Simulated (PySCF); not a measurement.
PySCF 2.14 output of an unrestricted M06-2X calculation on a single atom or ion in x2c-QZVPPall with one added diffuse shell each of s, p, d, f type (10s7p5d3f1g, 86 functions), with scalar relativity by spin-free X2C-1e:

```
SCF conv_tol = 1e-09
number electrons alpha = 8  beta = 6
    Y. Zhao and D. G. Truhlar.,  Theor. Chem. Acc. 120, 215 (2008)
    Y. Zhao and D. G. Truhlar.,  Theor. Chem. Acc. 120, 215 (2008)
cycle= 1 E= -289.798984773533  delta_E= -0.00819  |g|= 0.0239  |ddm|=  1.1
cycle= 2 E= -289.799205276966  delta_E= -0.000221  |g|= 0.0046  |ddm|= 0.0933
cycle= 3 E= -289.799239245648  delta_E= -3.4e-05  |g|= 0.00135  |ddm|= 0.0548
cycle= 4 E= -289.799240558791  delta_E= -1.31e-06  |g|= 0.00204  |ddm|= 0.0341
cycle= 5 E= -289.799245575385  delta_E= -5.02e-06  |g|= 0.000766  |ddm|= 0.0171
cycle= 6 E= -289.799245535838  delta_E= 3.95e-08  |g|= 0.000988  |ddm|= 0.0139
cycle= 7 E= -289.799246590685  delta_E= -1.05e-06  |g|= 0.000456  |ddm|= 0.01
cycle= 8 E= -289.799246442414  delta_E= 1.48e-07  |g|= 0.000627  |ddm|= 0.0035
cycle= 9 E= -289.799245980855  delta_E= 4.62e-07  |g|= 0.000707  |ddm|= 0.00669
cycle= 10 E= -289.799246489658  delta_E= -5.09e-07  |g|= 0.000613  |ddm|= 0.00245
cycle= 11 E= -289.799246687933  delta_E= -1.98e-07  |g|= 0.000179  |ddm|= 0.00217
cycle= 12 E= -289.799246699917  delta_E= -1.2e-08  |g|= 7.12e-05  |ddm|= 0.00059
cycle= 13 E= -289.799246700021  delta_E= -1.04e-10  |g|= 5.92e-05  |ddm|= 0.000211
cycle= 14 E= -289.799246653035  delta_E= 4.7e-08  |g|= 0.000391  |ddm|= 0.000866
cycle= 15 E= -289.799246568199  delta_E= 8.48e-08  |g|= 0.000502  |ddm|= 0.00229
cycle= 16 E= -289.799246638717  delta_E= -7.05e-08  |g|= 0.000424  |ddm|= 0.00239
cycle= 17 E= -289.799246640253  delta_E= -1.54e-09  |g|= 0.000421  |ddm|= 2.23e-05
cycle= 18 E= -289.79924665789  delta_E= -1.76e-08  |g|= 0.000379  |ddm|= 0.00014
cycle= 19 E= -289.799246671764  delta_E= -1.39e-08  |g|= 0.000333  |ddm|= 0.000122
cycle= 20 E= -289.799246673291  delta_E= -1.53e-09  |g|= 0.000326  |ddm|= 4.09e-05
cycle= 21 E= -289.799246700467  delta_E= -2.72e-08  |g|= 5.27e-05  |ddm|= 0.000443
cycle= 22 E= -289.79924666394  delta_E= 3.65e-08  |g|= 0.000288  |ddm|= 0.000913
cycle= 23 E= -289.799246695718  delta_E= -3.18e-08  |g|= 0.000141  |ddm|= 0.00108
cycle= 24 E= -289.799246699728  delta_E= -4.01e-09  |g|= 7.19e-05  |ddm|= 0.000117
cycle= 25 E= -289.799246699301  delta_E= 4.27e-10  |g|= 8.16e-05  |ddm|= 1.55e-05
cycle= 26 E= -289.799246664131  delta_E= 3.52e-08  |g|= 0.000288  |ddm|= 0.000968
cycle= 27 E= -289.799246683316  delta_E= -1.92e-08  |g|= 0.000205  |ddm|= 0.000247
cycle= 28 E= -289.799246700333  delta_E= -1.7e-08  |g|= 5.58e-05  |ddm|= 0.000673
cycle= 29 E= -289.799246701243  delta_E= -9.1e-10  |g|= 1.8e-05  |ddm|= 0.000168
converged SCF energy = -289.799246701243  <S^2> = 2.0044192  2S+1 = 3.0029447
```

The run itself started from symmetry-adapted Hartree-Fock orbitals and held the occupation by maximum overlap, on a logarithmic radial grid, so the iterations belong to that start.

**Question.** Which element, charge and spin multiplicity is this?

**Answer.** Si (silicon, neutral), multiplicity 3; the state was [Ne] 3s2 3p1 4s1, high-spin 3P determinant (an excited configuration).

The outer electron is Rydberg-like, and this basis confines it to a smaller radius and binds it less than a complete one would.
